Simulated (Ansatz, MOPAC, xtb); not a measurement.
Spectroscopic constants of SbSe, multiplicity 4 (lowest of 2S+1 = 2, 4 at CCSD(T)/def2-TZVPP on PBE0 minima; our sources give no spin for the ground state, which may be another). No spin–orbit coupling. Se is treated without relativity.

The constants come from a fifth-degree fit in 1/R (seven points, main isotopes). In def2 and cc sets the state is the lowest found near the PBE0 minimum, followed along R.

Codes used: Ansatz (Gaussian basis) for Hartree–Fock, density functionals and correlated methods; MOPAC for AM1, PM7 (differences of heats of formation); xtb for the GFN methods. Values without a source in brackets are computed. In def2 rows elements past Kr take small-core potentials, without spin–orbit coupling. The GFN methods have no spin term and hold the electronic entropy of 300 K.

| level | r_e (Å) | ω_e (cm⁻¹) | B_e (cm⁻¹) | ω_e x_e (cm⁻¹) | dipole (D) |
|---|---|---|---|---|---|
| AM1 | 2.545 | 284 | 0.0541 | 1.1 | - |
| PM7 | 2.487 | 244 | 0.0566 | 0.33 | - |
| GFN1-xTB | 2.538 | 270 | 0.0544 | 0.20 | - |
| GFN2-xTB | 2.640 | 200 | 0.0503 | 0.45 | - |
| SVWN5/def2-TZVPP | 2.568 | 239 | 0.0531 | 0.52 | 0.68 |
| PBE/def2-TZVPP | 2.612 | 226 | 0.0514 | 0.52 | 0.87 |
| r2SCAN/def2-TZVPP | 2.592 | 234 | 0.0522 | 0.52 | 0.95 |
| B97M-V/def2-TZVPP | 2.596 | 231 | 0.0520 | 0.54 | 1.04 |
| B3LYP/def2-TZVPP | 2.615 | 226 | 0.0512 | 0.51 | 1.07 |
| PBE0/def2-TZVPP | 2.582 | 238 | 0.0525 | 0.51 | 1.03 |
| BHLYP/def2-TZVPP | 2.587 | 238 | 0.0523 | 0.50 | 1.24 |
| CAM-B3LYP/def2-TZVPP | 2.584 | 238 | 0.0525 | 0.50 | 1.19 |
| wB97X-V/def2-TZVPP | 2.567 | 246 | 0.0532 | 0.49 | 1.18 |
| wB97M-V/def2-TZVPP | 2.574 | 243 | 0.0529 | 0.49 | 1.20 |
| B2PLYP/def2-TZVPP | 2.596 | 233 | 0.0520 | 0.52 | - |
| CCSD/def2-TZVPP | 2.585 | 236 | 0.0524 | 0.55 | - |
| CCSD(T)/def2-TZVPP | 2.593 | 231 | 0.0521 | 0.59 | - |

Correlated levels freeze the inner cores; with def2 sets outer-core shells near the valence are correlated too. The state that AM1, PM7 reach isn't checked; PM7 holds dispersion and hydrogen-bond terms.

Ansatz is a quantum-chemistry and plane-wave program.
